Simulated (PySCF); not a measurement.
F₅Mo, doublet, at a GFN2-xTB geometry (such geometries of metal compounds can be far from the true shape) (the multiplicity is a formal guess) (core potentials on Mo); PBE/def2-SVP (PySCF).

Input for PySCF:
```python
from pyscf import gto, scf, dft

mol = gto.Mole()
mol.atom = '''
    Mo    0.02633584   -0.02156110    0.09042112
    F     0.49885408   -0.40841101    1.71275931
    F    -1.40984929    0.59651184   -0.90024484
    F     0.97478526    1.40967311    0.28674227
    F     0.66843933    0.01047927   -1.64530278
    F    -0.85512995   -1.50763472    0.12408079
'''
mol.basis = 'def2-svp'
mol.ecp = {'Mo': 'def2-svp'}
mol.spin = 1
mol.verbose = 4
mol.build()

mf = dft.UKS(mol)
mf.xc = 'pbe'
mf.kernel()
```

What the program printed (banner, timings and long lists left out):

```
PySCF version 2.14.0

[INPUT] verbose = 4
[INPUT] num. atoms = 6
[INPUT] num. electrons = 59
[INPUT] charge = 0
[INPUT] spin (= nelec alpha-beta = 2S) = 1
[INPUT] symmetry False subgroup None
[INPUT] Mole.unit = angstrom
[INPUT] Symbol           X                Y                Z      unit          X                Y                Z       unit  Magmom
[INPUT]  1 Mo     0.026335840000  -0.021561100000   0.090421120000 AA    0.049767524860  -0.040744573944   0.170871152676 Bohr   0.0
[INPUT]  2 F      0.498854080000  -0.408411010000   1.712759310000 AA    0.942697587322  -0.771784955157   3.236646013199 Bohr   0.0
[INPUT]  3 F     -1.409849290000   0.596511840000  -0.900244840000 AA   -2.664229035013   1.127244007660  -1.701216192653 Bohr   0.0
[INPUT]  4 F      0.974785260000   1.409673110000   0.286742270000 AA    1.842077171663   2.663896103064   0.541864358636 Bohr   0.0
[INPUT]  5 F      0.668439330000   0.010479270000  -1.645302780000 AA    1.263167264588   0.019802950285  -3.109171646186 Bohr   0.0
[INPUT]  6 F     -0.855129950000  -1.507634720000   0.124080790000 AA   -1.615961406413  -2.849016716685   0.234478710420 Bohr   0.0

nuclear repulsion = 346.935154478882
number of shells = 41
number of NR pGTOs = 177
number of NR cGTOs = 101
basis = def2-svp
ecp = {'Mo': 'def2-svp'}

******** <class 'pyscf.dft.uks.UKS'> ********
method = UKS
initial guess = minao
damping factor = 0
level_shift factor = 0
DIIS = <class 'pyscf.scf.diis.CDIIS'>
diis_start_cycle = 1
diis_space = 8
diis_damp = 0
SCF conv_tol = 1e-09
SCF conv_tol_grad = None
SCF max_cycles = 50
direct_scf = True
direct_scf_tol = 1e-13
number electrons alpha = 30  beta = 29
XC library pyscf.dft.libxc version 7.1.2
    S. Lehtola, C. Steigemann, M. J. T. Oliveira, and M. A. L. Marques,  SoftwareX 7, 1–5 (2018)
XC functionals = pbe
    J. P. Perdew, K. Burke, and M. Ernzerhof,  Phys. Rev. Lett. 77, 3865 (1996)
    J. P. Perdew, K. Burke, and M. Ernzerhof,  Phys. Rev. Lett. 78, 1396 (1997)
    J. P. Perdew, K. Burke, and M. Ernzerhof,  Phys. Rev. Lett. 77, 3865 (1996)
    J. P. Perdew, K. Burke, and M. Ernzerhof,  Phys. Rev. Lett. 78, 1396 (1997)
radial grids:
    Treutler-Ahlrichs [JCP 102, 346 (1995); DOI:10.1063/1.469408] (M4) radial grids

becke partition: Becke, JCP 88, 2547 (1988); DOI:10.1063/1.454033
pruning grids: <function nwchem_prune>
grids dens level: 3
symmetrized grids: False
atomic radii adjust function: <function treutler_atomic_radii_adjust>
small_rho_cutoff = 0
Set gradient conv threshold to 3.16228e-05
tot grids = 93752
init E= -559.528615815165

cycle= 1 E= -566.316998119449  delta_E= -6.79  |g|= 1.07  |ddm|= 2.39
cycle= 2 E= -555.598341176554  delta_E= 10.7  |g|= 4.54  |ddm|= 3.76
cycle= 3 E= -565.950556509588  delta_E= -10.4  |g|= 1.48  |ddm|= 3.48
cycle= 4 E= -566.697817990399  delta_E= -0.747  |g|= 0.339  |ddm|= 1.14
cycle= 5 E= -566.732573618022  delta_E= -0.0348  |g|= 0.146  |ddm|= 0.39
cycle= 6 E= -566.740904882017  delta_E= -0.00833  |g|= 0.0608  |ddm|= 0.152
cycle= 7 E= -566.742121552368  delta_E= -0.00122  |g|= 0.022  |ddm|= 0.0656
cycle= 8 E= -566.74228936552  delta_E= -0.000168  |g|= 0.00449  |ddm|= 0.0219
cycle= 9 E= -566.74229804035  delta_E= -8.67e-06  |g|= 0.000804  |ddm|= 0.00367
cycle= 10 E= -566.74229810786  delta_E= -6.75e-08  |g|= 0.000698  |ddm|= 0.00103
cycle= 11 E= -566.742298265998  delta_E= -1.58e-07  |g|= 0.000288  |ddm|= 0.000662
cycle= 12 E= -566.742298299115  delta_E= -3.31e-08  |g|= 2.62e-05  |ddm|= 0.00026
cycle= 13 E= -566.742298299396  delta_E= -2.81e-10  |g|= 9.88e-06  |ddm|= 3.18e-05
Extra cycle  E= -566.742298299053  delta_E= 3.43e-10  |g|= 3.19e-05  |ddm|= 2.94e-05
converged SCF energy = -566.742298299053  <S^2> = 0.75155803  2S+1 = 2.0015574
```
